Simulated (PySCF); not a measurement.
Cl2Y, neutral, multiplicity 2. Atoms are numbered in the order given.

```xyz
3

Y      0.0000     0.0000     0.5171
Cl     0.0000     2.1713    -0.5932
Cl     0.0000    -2.1713    -0.5932
```
Charge 0, spin multiplicity 2.

Geometry: B3LYP-D3(BJ)/def2-TZVP. The multiplicity is an assumed one; other spin states were not compared. The isomer is the one that the SMILES or the coordinates give; other isomers of the formula were not compared. The def2 effective core potentials stand for the cores of Y; spin–orbit coupling is left out.

Level of theory: B3LYP-D3(BJ)/def2-TZVP (PySCF).

Frequencies are harmonic and unscaled.

Task: Give all harmonic wavenumbers and intensities. (Estimate from the structure and the level; the computed values follow.)

Result: 
```json
[
 {"mode": "1", "ν (cm⁻¹)": "60", "IR (km/mol)": "6.2", "moving atoms (share of kinetic energy)": "Cl 72 %, Y 28 %"},
 {"mode": "2", "ν (cm⁻¹)": "342", "IR (km/mol)": "21.1", "moving atoms (share of kinetic energy)": "Cl 84 %, Y 16 %"},
 {"mode": "3", "ν (cm⁻¹)": "369", "IR (km/mol)": "104.1", "moving atoms (share of kinetic energy)": "Cl 61 %, Y 39 %"}
]
```
